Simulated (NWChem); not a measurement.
System: CHCl$_{2}$, doublet; SMILES Cl[CH]Cl

Input file for NWChem:

```
start job
memory heap 200 mb stack 900 mb global 1100 mb
geometry units angstroms noautosym nocenter noautoz
  Cl    -0.173835    -0.001099     1.484066
  C      0.693383     0.070147     0.000000
  Cl    -0.173835    -0.001099    -1.484066
  H      1.685021    -0.365304     0.000000
end
basis spherical
  * library def2-tzvpd
end
dft
  odft
  mult 2
  xc m06-2x
  iterations 150
end
cosmo
  do_cosmo_smd true
  solvent water
end
task dft energy
```

Output (shortened):

```
             Northwest Computational Chemistry Package (NWChem) 7.3.0
             --------------------------------------------------------

                             Geometry "geometry" -> ""
                             -------------------------

 Output coordinates in angstroms (scale by  1.889725989 to convert to a.u.)

  No.       Tag          Charge          X              Y              Z
 ---- ---------------- ---------- -------------- -------------- --------------
    1 Cl                  17.0000    -0.17383500    -0.00109900     1.48406600
    2 C                    6.0000     0.69338300     0.07014700     0.00000000
    3 Cl                  17.0000    -0.17383500    -0.00109900    -1.48406600
    4 H                    1.0000     1.68502100    -0.36530400     0.00000000

 Effective nuclear repulsion energy (a.u.)     124.6835317774

                                 NWChem DFT Module
                                 -----------------

 Summary of "ao basis" -> "ao basis" (spherical)
 ------------------------------------------------------------------------------
       Tag                 Description            Shells   Functions and Types
 ---------------- ------------------------------  ------  ---------------------
 Cl                        def2-tzvpd               16       46   6s6p3d1f
 C                         def2-tzvpd               13       37   6s3p3d1f
 H                         def2-tzvpd                5        9   3s2p

 in cosmo_initialize ...
 calling solv_data for solv:h2o

 solvent parameters
 solvname_short: h2o
 solvname_long:  water
 dielec:       78.4000
 dielecinf:     1.7769
 aqueous SMD model solvent descriptors
 dielec:       78.4000
 sola:          0.8200

          ---------------
          -cosmo- solvent
          ---------------
 Cosmo: York-Karplus, doi: 10.1021/jp992097l
 dielectric constant -eps-     =  78.40
 screen = (eps-1)/(eps    )    =   0.98724
 surface charge correction     = lagrangian

   van der Waals surface
 --------------------------

 ---------- ATOMIC COORDINATES (A.U.) ------------ VDWR(ANG.) --
     1   -0.32850052   -0.00207681    2.80447809     2.380
     2    1.31030388    0.13255861    0.00000000     1.850
     3   -0.32850052   -0.00207681   -2.80447809     2.380
     4    3.18422798   -0.69032446    0.00000000     1.200
 number of segments per atom =        128
 number of   points per atom =        128
 atom (   nspa,  nppa )
 ----------------------
    1 (     98,     0 )       0
    2 (     24,     0 )       0
    3 (     98,     0 )       0
    4 (     50,     0 )       0
 number of -cosmo- surface points =      270
 molecular surface =    119.892 angstrom**2
 molecular volume  =    106.017 angstrom**3
 -lineq- algorithm             =   0
 -bem- low  level              =   3
 -bem- from -octahedral-
 gaussian surface charge width =   4.50000
 degree of switching           =   1.00000
 switching function tolerance  =   0.00010
 atomic radii =
 --------------
    1 17.000  2.380
    2  6.000  1.850
    3 17.000  2.380
    4  1.000  1.200
 ...... end of -cosmo- initialization ......

 nat:                     4
 ixmem:                  1008
 calling mnsol_interface()
 G(SMD-CDS) energy (kcal/mol)  =     2.576
 SMD-CDS SASA (angstrom**2)    =   106.970

            General Information
            -------------------
          SCF calculation type: DFT
          Wavefunction type:  spin polarized.
          No. of atoms     :     4
          No. of electrons :    41
           Alpha electrons :    21
            Beta electrons :    20
          Charge           :     0
          Spin multiplicity:     2
          Use of symmetry is: off; symmetry adaption is: off
          Maximum number of iterations: 150
          AO basis - number of functions:   138
                     number of shells:    50
          Convergence on energy requested:  1.00D-06
          Convergence on density requested:  1.00D-05
          Convergence on gradient requested:  5.00D-04

              XC Information
              --------------
                       M06-2X Method XC Functional
                     Hartree-Fock (Exact) Exchange  0.540
                        M06-2X Exchange Functional  1.000
                      M06-2X Correlation Potential  1.000

             Grid Information
             ----------------
          Grid used for XC integration:  medium
          Radial quadrature: Mura-Knowles
          Angular quadrature: Lebedev.
          Tag              B.-S. Rad. Rad. Pts. Rad. Cut. Ang. Pts.
          ---              ---------- --------- --------- ---------
          Cl                  1.00       88          13.0       590
          C                   0.70       49          11.0       434
          H                   0.35       45          11.0       434
          Grid pruning is: on
          Number of quadrature shells:   270
          Spatial weights used:  Erf1

      Superposition of Atomic Density Guess
      -------------------------------------

 Sum of atomic energies:        -957.12695369

      Non-variational initial energy
      ------------------------------

 Total energy =    -957.887477
 1-e energy   =   -1569.256225
 2-e energy   =     486.685216
 HOMO         =      -0.108367
 LUMO         =       0.030494

[...]

                                COSMO-SMD solvation results
                                ---------------------------

             internal energy in gas <Psi(g)|H|Psi(g)> =      -959.035005655826
         internal energy in solvent <Psi(s)|H|Psi(s)> =      -959.034322713326
                               delta internal energy  =         0.000682942500 (    0.43 kcal/mol)
   total free energy in solvent <Psi(s)|H+V/2|Psi(s)> =      -959.038283090307
 polarization energy contribution <Psi(s)|V/2|Psi(s)> =        -0.003960376981 (   -2.49 kcal/mol)
    total free energy in solvent including G(SMD-CDS) =      -959.034178338373
                       G(SMD-CDS) energy contribution =         0.004104751934 (    2.58 kcal/mol)
     1 M fixed-concentration free energy of solvation =         0.000827317453 (    0.52 kcal/mol)

                    DFT Final Alpha Molecular Orbital Analysis
                    ------------------------------------------

 Vector   19  Occ=1.000000D+00  E=-4.016977D-01
              MO Center= -2.8D-02, -8.9D-03, -1.5D-06, r^2= 3.3D+00
   Bfn.  Coefficient  Atom+Function         Bfn.  Coefficient  Atom+Function
  ----- ------------  ---------------      ----- ------------  ---------------
    16      0.347604  1 Cl px                99      0.347605  3 Cl px
    19      0.244931  1 Cl px               102      0.244931  3 Cl px
    13      0.175064  1 Cl px                96      0.175065  3 Cl px
     7     -0.133642  1 Cl px                90     -0.133643  3 Cl px
    53     -0.129980  2 C  px                51     -0.126504  2 C  s

 Vector   20  Occ=1.000000D+00  E=-3.938942D-01
              MO Center= -1.2D-01,  2.2D-03,  2.5D-06, r^2= 3.5D+00
   Bfn.  Coefficient  Atom+Function         Bfn.  Coefficient  Atom+Function
  ----- ------------  ---------------      ----- ------------  ---------------
    16      0.283132  1 Cl px                99     -0.283132  3 Cl px
    18      0.278528  1 Cl pz               101      0.278528  3 Cl pz
    19      0.199004  1 Cl px               102     -0.199003  3 Cl px
    21      0.178824  1 Cl pz               104      0.178824  3 Cl pz
    13      0.139722  1 Cl px                96     -0.139721  3 Cl px

 Vector   21  Occ=1.000000D+00  E=-2.786277D-01
              MO Center=  3.4D-01,  1.2D-01, -8.6D-08, r^2= 2.5D+00
   Bfn.  Coefficient  Atom+Function         Bfn.  Coefficient  Atom+Function
  ----- ------------  ---------------      ----- ------------  ---------------
    54      0.376821  2 C  py                57      0.362202  2 C  py
    60      0.276414  2 C  py                17     -0.253972  1 Cl py
   100     -0.253972  3 Cl py                20     -0.233018  1 Cl py
   103     -0.233018  3 Cl py                14     -0.130150  1 Cl py
    97     -0.130150  3 Cl py                50      0.123384  2 C  s

 Vector   22  Occ=0.000000D+00  E= 1.140875D-02
              MO Center= -1.1D+00, -6.9D-02,  1.8D-06, r^2= 1.4D+01
   Bfn.  Coefficient  Atom+Function         Bfn.  Coefficient  Atom+Function
  ----- ------------  ---------------      ----- ------------  ---------------
    52      3.788960  2 C  s                  6     -1.418952  1 Cl s
    89     -1.418951  3 Cl s                 24      0.862835  1 Cl pz
   107     -0.862834  3 Cl pz                22     -0.709128  1 Cl px
   105     -0.709128  3 Cl px                50      0.378313  2 C  s
    59     -0.277498  2 C  px                21      0.268698  1 Cl pz

 Vector   23  Occ=0.000000D+00  E= 2.220080D-02
              MO Center= -4.5D-01, -9.9D-02, -3.2D-06, r^2= 2.1D+01
   Bfn.  Coefficient  Atom+Function         Bfn.  Coefficient  Atom+Function
  ----- ------------  ---------------      ----- ------------  ---------------
     6      1.538123  1 Cl s                 89     -1.538127  3 Cl s
    24     -1.326016  1 Cl pz               107     -1.326017  3 Cl pz
    61     -0.439778  2 C  pz                75     -0.325738  2 C  d  1
   138     -0.321654  4 H  pz                21     -0.259059  1 Cl pz
   104     -0.259060  3 Cl pz                37      0.167875  1 Cl d  0

 Vector   24  Occ=0.000000D+00  E= 2.414047D-02
              MO Center=  9.0D-01, -5.6D-01,  2.1D-06, r^2= 9.1D+00
   Bfn.  Coefficient  Atom+Function         Bfn.  Coefficient  Atom+Function
  ----- ------------  ---------------      ----- ------------  ---------------
    52      4.624804  2 C  s                132     -4.395985  4 H  s
    51      1.884717  2 C  s                 59      1.522475  2 C  px
     6     -1.152757  1 Cl s                 89     -1.152755  3 Cl s
   136      0.666033  4 H  px                60     -0.580085  2 C  py
    72     -0.476272  2 C  d -2              76      0.415404  2 C  d  2

                     DFT Final Beta Molecular Orbital Analysis
                     -----------------------------------------

 Vector   18  Occ=1.000000D+00  E=-3.990660D-01
              MO Center= -4.8D-03, -1.1D-02, -4.0D-05, r^2= 3.3D+00
   Bfn.  Coefficient  Atom+Function         Bfn.  Coefficient  Atom+Function
  ----- ------------  ---------------      ----- ------------  ---------------
    16      0.342005  1 Cl px                99      0.342010  3 Cl px
    19      0.238291  1 Cl px               102      0.238295  3 Cl px
    13      0.171936  1 Cl px                96      0.171938  3 Cl px
   131     -0.133521  4 H  s                  7     -0.131275  1 Cl px
    90     -0.131277  3 Cl px                53     -0.127676  2 C  px

 Vector   19  Occ=1.000000D+00  E=-3.983976D-01
              MO Center= -1.4D-01, -1.4D-02,  3.9D-05, r^2= 3.3D+00
   Bfn.  Coefficient  Atom+Function         Bfn.  Coefficient  Atom+Function
  ----- ------------  ---------------      ----- ------------  ---------------
    17      0.365057  1 Cl py               100     -0.365052  3 Cl py
    20      0.248088  1 Cl py               103     -0.248085  3 Cl py
    14      0.180345  1 Cl py                97     -0.180342  3 Cl py
     8     -0.139327  1 Cl py                91      0.139325  3 Cl py
    16     -0.097167  1 Cl px                99      0.097148  3 Cl px

 Vector   20  Occ=1.000000D+00  E=-3.914954D-01
              MO Center= -1.2D-01,  1.4D-02,  5.2D-07, r^2= 3.4D+00
   Bfn.  Coefficient  Atom+Function         Bfn.  Coefficient  Atom+Function
  ----- ------------  ---------------      ----- ------------  ---------------
    18      0.270215  1 Cl pz               101      0.270215  3 Cl pz
    16      0.264094  1 Cl px                99     -0.264094  3 Cl px
    19      0.182501  1 Cl px               102     -0.182501  3 Cl px
    21      0.175657  1 Cl pz               104      0.175657  3 Cl pz
    15      0.133929  1 Cl pz                98      0.133929  3 Cl pz

 Vector   21  Occ=0.000000D+00  E=-4.836729D-02
              MO Center=  5.3D-01,  2.3D-01, -7.3D-08, r^2= 2.8D+00
   Bfn.  Coefficient  Atom+Function         Bfn.  Coefficient  Atom+Function
  ----- ------------  ---------------      ----- ------------  ---------------
    51      0.640306  2 C  s                 52     -0.578115  2 C  s
   132     -0.472524  4 H  s                 60     -0.406950  2 C  py
    54     -0.334142  2 C  py                57     -0.326529  2 C  py
    20      0.200526  1 Cl py               103      0.200526  3 Cl py
    17      0.178670  1 Cl py               100      0.178670  3 Cl py

 Vector   22  Occ=0.000000D+00  E= 1.666586D-02
              MO Center= -1.3D+00, -6.9D-02,  9.6D-07, r^2= 1.5D+01
   Bfn.  Coefficient  Atom+Function         Bfn.  Coefficient  Atom+Function
  ----- ------------  ---------------      ----- ------------  ---------------
    52      4.428338  2 C  s                  6     -1.451795  1 Cl s
    89     -1.451794  3 Cl s                 24      0.890592  1 Cl pz
   107     -0.890592  3 Cl pz                22     -0.745166  1 Cl px
   105     -0.745166  3 Cl px               132     -0.673648  4 H  s
    50      0.304263  2 C  s                 21      0.172975  1 Cl pz

 Vector   23  Occ=0.000000D+00  E= 2.415084D-02
              MO Center=  1.5D+00, -2.5D-01, -1.1D-06, r^2= 7.6D+00
   Bfn.  Coefficient  Atom+Function         Bfn.  Coefficient  Atom+Function
  ----- ------------  ---------------      ----- ------------  ---------------
   132      4.514627  4 H  s                 52     -3.255872  2 C  s
    51     -1.862884  2 C  s                 59     -1.662830  2 C  px
   136     -0.673324  4 H  px                60      0.610010  2 C  py
     6      0.496702  1 Cl s                 89      0.496705  3 Cl s
    76     -0.466650  2 C  d  2             137      0.437748  4 H  py

   alpha - beta orbital overlaps
   -----------------------------

   alpha      1      2      3      4      5      6      7      8      9     10
    beta      1      2      3      4      5      6      7     10     11      8
 overlap   1.000  1.000  1.000  1.000  1.000  0.969  0.969  0.966  0.966  0.997

   alpha     11     12     13     14     15     16     17     18     19     20
    beta      9     12     13     14     15     16     17     19     18     20
 overlap   0.998  0.999  1.000  0.996  0.996  0.999  0.970  0.959  0.998  0.960

   alpha     21     22     23     24     25     26     27     28     29     30
    beta     21     22     24     23     25     26     27     28     29     30
 overlap   0.953  0.972  0.998  0.939  0.730  0.712  0.995  0.997  0.983  0.984

[...]
```

Level: M06-2X/def2-TZVPD, spin-unrestricted, SMD on the gas-phase geometry. In the optimisation the excess spin sits in a' (Cs, its own frame). Coordinates come from a B3LYP/6-31G* (spherical d), spin-unrestricted optimisation. No stability test was run on the SCF state. Solvent: water.
